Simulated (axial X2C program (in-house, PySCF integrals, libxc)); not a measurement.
## Bond lengths and stretching modes, held linear, of TiCN⁺

Computed with an in-house all-electron X2C program for linear molecules (integrals from PySCF): two-component X2C with atomic mean-field Coulomb and Gaunt terms, Gaussian nuclei, basis Ti dyall-v3z, C dyall-v3z, N dyall-av3z with contracted cores. Spin-free rows use the one-electron spin-free X2C Hamiltonian.

Masses Ti 47.948, C 12.000, N 14.003 u. States: 2c Ω = 2 (beyond evenly filled blocks: ω = 1/2, ω = 3/2); spin-free M_S = 1, Λ = 3 (beyond evenly filled blocks: π+α, δ+α).

PBE0, spin-free: energies above the lowest point

```json
{"r(Ti–C) (Å)": "1.9714", "r(C–N) (Å)": "1.1329", "E (meV)": "69.55"}
{"r(Ti–C) (Å)": "1.9714", "r(C–N) (Å)": "1.1620", "E (meV)": "20.90"}
{"r(Ti–C) (Å)": "1.9714", "r(C–N) (Å)": "1.1910", "E (meV)": "68.89"}
{"r(Ti–C) (Å)": "2.0220", "r(C–N) (Å)": "1.1329", "E (meV)": "46.09"}
{"r(Ti–C) (Å)": "2.0220", "r(C–N) (Å)": "1.1620", "E (meV)": "0.00"}
{"r(Ti–C) (Å)": "2.0220", "r(C–N) (Å)": "1.1910", "E (meV)": "50.64"}
{"r(Ti–C) (Å)": "2.0220", "r(C–N) (Å)": "1.2201", "E (meV)": "181.43"}
{"r(Ti–C) (Å)": "2.0725", "r(C–N) (Å)": "1.1329", "E (meV)": "62.57"}
{"r(Ti–C) (Å)": "2.0725", "r(C–N) (Å)": "1.1620", "E (meV)": "18.53"}
{"r(Ti–C) (Å)": "2.0725", "r(C–N) (Å)": "1.1910", "E (meV)": "71.28"}
{"r(Ti–C) (Å)": "2.1231", "r(C–N) (Å)": "1.1620", "E (meV)": "69.82"}
{"r(Ti–C) (Å)": "2.1231", "r(C–N) (Å)": "1.2201", "E (meV)": "258.88"}
```

Q: Fit a quadratic surface with cubic terms in each bond: where is the minimum, and what are the two stretching wavenumbers?

A: At PBE0, spin-free: bonds 2.022 and 1.160 Å; harmonic stretches 490.9 and 2233.0 cm⁻¹; force constants 2.46, 18.5 and coupling 0.23 mdyn/Å.

The other levels and Hamiltonians give:

| Hamiltonian | level | r(Ti–C) (Å) | r(C–N) (Å) | lower stretch (cm⁻¹) | upper stretch (cm⁻¹) |
| --- | --- | --- | --- | --- | --- |
| 2c | PBE0 | 2.022 | 1.161 | 490.8 | 2233.0 |
| 2c | HF | 2.124 | 1.133 | 442.2 | 2208.3 |
| 2c | TPSSh | 2.019 | 1.168 | 485.7 | 2166.1 |
| spin-free | HF | 2.123 | 1.133 | 442.5 | 2206.0 |
| spin-free | TPSSh | 2.019 | 1.168 | 485.9 | 2166.0 |

Each state is one determinant, the lowest of a limited PBE0 search; the stretches come from a fit to these few points and carry an uncertainty of a few per cent. Other orders of the atoms were not compared. Left out for rough or failed fits: MP2 2c, MP2 spin-free. The molecule was held linear; bending was not examined, so a bent shape may lie lower. Open-shell Ω = 0 determinants with evenly filled partner blocks cannot be reached by this program, so the Ω shown need not be the lowest component. Note: functional without a current term on a determinant with orbital currents, of the molecule or an atom. Note: several unpaired electrons, one determinant need not be a pure state.
